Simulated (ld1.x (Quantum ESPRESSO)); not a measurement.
# What one change does to a pseudopotential (W (Z = 74), RRKJ)

W, norm-conserving RRKJ (Kleinman–Bylander form), made with ld1.x (Quantum ESPRESSO) 7.5 (PBE, scalar-relativistic). Core [Xe] 4f14, reference 5d4 6s1.5 6p0 (charge +0.5). Waves: 6p (bound, empty): rc 3.80 bohr; 5d (bound): rc 2.55 bohr; 6s (bound): rc 2.35 bohr. Local part: the s channel. Core correction: a·sin(br)/r model core, default radius (core density twice the valence density). rho0 = 0.005.

Change: all radii but the core radius scaled by about 0.76 (s 1.78, p 2.88, d 1.94 bohr).

Cutoffs: the cutoffs (Ry, on a coarse ladder) from which the occupation-weighted sum of valence levels, in a spherical-Bessel basis at the reference potential, stays within 10 and 1 mRy of its value at 400 Ry; they do not see the model core or the augmentation charge, which bear on the density cutoff. Errors are all-electron minus pseudo energies relative to the spin-unpolarised reference configuration.

**Question.** How do hardness, ghosts and transferability respond?

**Answer.** The potential gets harder (21 Ry and 30 Ry → 55 Ry and 100 Ry); a bound ghost appears in s, which as a rule spoils a file; of the 7 tests that both files solve, the error grows in 2 and shrinks in 3 by more than 15 % and 0.3 meV (median size 35.7 → 15.9 meV). A smaller radius makes the pseudo-wave follow the all-electron one further in, where it bends more sharply, so more plane waves are needed.

| quantity | base | changed |
| --- | --- | --- |
| cutoff, loose | 21 Ry | 55 Ry |
| cutoff, tight | 30 Ry | 100 Ry |
| loose cutoff by channel (10 mRy a level) | d 18 Ry, s 6 Ry | d 25 Ry, s 30 Ry |
| bound ghosts | none | s (extra level of the local part) |
| error for 5d4 6s2 6p0, meV [ΔE -3.63 eV] | 0.0 | +2.2 |
| error for 5d4 6s1 6p0, meV [ΔE 5.25 eV] | -3.8 | -0.8 |
| error for 5d4 6s0 6p0, meV [ΔE 20.93 eV] | -36 | -32 |
| error for 5d3 6s2 6p0, meV [ΔE 5.20 eV] | -50 | +26 |
| error for 5d2 6s0 6p0, meV [ΔE 83.52 eV] | -647 | -841 |
| error for 5d4 6s1 6p1, meV [ΔE 0.86 eV] | -4.9 | -4.8 |
| error for 5d5 6s1 6p0, meV [ΔE -2.09 eV] | -37 | -16 |

Changed file: These tests converged, but a pseudo level misses the all-electron one widely, so the file describes the atom poorly there or has found another state: 5d2 6s0 6p0: empty 6s by 7.7 eV (a node warning on the way). A true bound ghost makes a file unfit for plane-wave use even where its test errors are small: the radial tests pick states by their node count and pass the ghost by.
